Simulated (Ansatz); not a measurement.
Basis-set extrapolation for `CB[SiH2]OC` (PBE0-D4/def2-TZVP geometry, frozen core, Ansatz 0.2.0). Multiplicity 1, RHF reference.

|  | def2-TZVPP | def2-QZVPP |
| --- | --- | --- |
| HF | -469.548955 | -469.566964 |
| MP2 correlation | -0.811555 | -0.868617 |
| CCSD(T) correlation | -0.902835 | not run |

Energies in hartree. Use E(X) = E(∞) + A·exp(−7.88·√X) for Hartree–Fock and E(X) = E(∞) + B·X^(−2.97) for correlation, with X = 3 and 4, and add CCSD(T) minus MP2 of the smaller set to the MP2 limit.

Question: What is the CCSD(T) energy at the basis-set limit?

Answer: HF limit: -469.566964 + (-0.018009) × 0.13774 = -469.56944. MP2 limit: -0.868617 + (-0.057062) × 0.74074 = -0.91089. Higher-order term: -0.902835 − (-0.811555) = -0.09128. Total: -470.57161 hartree, 314.6 kJ/mol below CCSD(T)/def2-TZVPP.
